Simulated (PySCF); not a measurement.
This PySCF input asks for the NMR shieldings of `CB(C)P(C)c1cccs1`, C7H12BPS; the geometry comes from GFN2-xTB.

```python
import basis_set_exchange as bse
import numpy as np
from pyscf import gto, dft
from pyscf.prop import nmr

atoms = """
C    -0.617067    0.993082    1.810145
B    -1.291066   -0.132568    0.939833
C    -2.854568   -0.306939    0.877045
P    -0.182288   -1.387084    0.040757
C    -1.049514   -1.610576   -1.583810
C     1.201240   -0.332326   -0.460784
C     2.324152   -0.090292    0.276765
C     3.219076    0.808286   -0.341550
C     2.777187    1.233145   -1.551390
S     1.251764    0.553212   -1.959647
H     0.146860    0.575187    2.465670
H    -0.091245    1.706700    1.173419
H    -1.313034    1.556798    2.427113
H    -3.238930    0.240692    0.014559
H    -3.167465   -1.341497    0.745363
H    -3.367627    0.092232    1.749815
H    -1.294769   -0.653385   -2.041261
H    -0.404777   -2.176258   -2.253813
H    -1.961434   -2.178595   -1.414032
H     2.500259   -0.551439    1.232608
H     4.153363    1.116943    0.093281
H     3.249473    1.904067   -2.240935
"""
names = dict.fromkeys(["C", "B", "P", "S", "H"], "pcSseg-1")
basis = {el: gto.basis.parse(bse.get_basis(n, elements=[el], fmt="nwchem")) for el, n in names.items()}
mol = gto.M(atom=atoms, basis=basis, charge=0, verbose=0)
mf = dft.RKS(mol, xc="PBE0")
mf.grids.level = 2
mf.grids.alignment = dft.numint.BLKSIZE   # the property module wants whole blocks of grid points
mf.conv_tol = 1e-9
mf.kernel()

calc = nmr.RKS(mf)   # GIAO
C = mf.mo_coeff
Co = C[:, mf.mo_occ > 0]
resp = mf.gen_response(singlet=True, hermi=2)
def vind(x):   # induced exchange potential for any number of trial vectors
    d = np.einsum("pi,xij,qj->xpq", C, 2 * x.reshape(-1, C.shape[1], Co.shape[1]), Co, optimize=True)
    return np.einsum("xpq,pi,qj->xij", resp(d - d.transpose(0, 2, 1)), C, Co, optimize=True).ravel()
mo1, _ = nmr.rhf.solve_mo1(calc, with_cphf=vind)
sigma = calc.kernel(mo1)
for i, s in enumerate(sigma):   # ppm
    w = np.linalg.eigvalsh((s + s.T) / 2)
    print("%2d %-2s iso %8.1f  s11 %8.1f  s22 %8.1f  s33 %8.1f" % (i, mol.atom_pure_symbol(i), w.mean(), *w))
```

**Question.** What does it print?

**Answer.** 
```
 0 C  iso    169.9  s11    150.0  s22    176.6  s33    183.2
 1 B  iso      4.3  s11    -64.4  s22    -43.7  s33    121.0
 2 C  iso    172.3  s11    153.0  s22    175.6  s33    188.2
 3 P  iso    387.5  s11    314.6  s22    387.9  s33    460.1
 4 C  iso    179.3  s11    164.5  s22    184.0  s33    189.3
 5 C  iso     35.0  s11    -40.1  s22     21.3  s33    123.8
 6 C  iso     49.1  s11    -38.4  s22     42.0  s33    143.6
 7 C  iso     54.8  s11    -28.0  s22     43.1  s33    149.2
 8 C  iso     51.2  s11    -38.5  s22     47.5  s33    144.6
 9 S  iso    263.0  s11     91.5  s22    292.3  s33    405.3
10 H  iso     30.5  s11     25.2  s22     31.4  s33     34.8
11 H  iso     31.3  s11     25.5  s22     32.5  s33     36.0
12 H  iso     30.7  s11     26.4  s22     29.1  s33     36.8
13 H  iso     30.9  s11     26.8  s22     30.1  s33     35.8
14 H  iso     30.3  s11     25.7  s22     30.9  s33     34.4
15 H  iso     30.4  s11     25.9  s22     28.9  s33     36.4
16 H  iso     29.9  s11     25.5  s22     28.9  s33     35.3
17 H  iso     30.2  s11     25.6  s22     28.1  s33     36.8
18 H  iso     30.1  s11     25.0  s22     27.7  s33     37.6
19 H  iso     24.4  s11     21.4  s22     23.1  s33     28.8
20 H  iso     24.5  s11     21.4  s22     24.7  s33     27.2
21 H  iso     24.4  s11     21.4  s22     23.9  s33     27.9
```

These numbers come from an equivalent density-fitted implementation of the same equations, which agrees with the script to about 0.01 ppm for H and up to a few tenths of a ppm for heavy atoms, so last digits may differ.

Size and cost of the density-fitted run: 244 basis functions, 61 s wall time on 1 thread of an Arm Neoverse V2, shared host; peak memory 1.1 GiB.
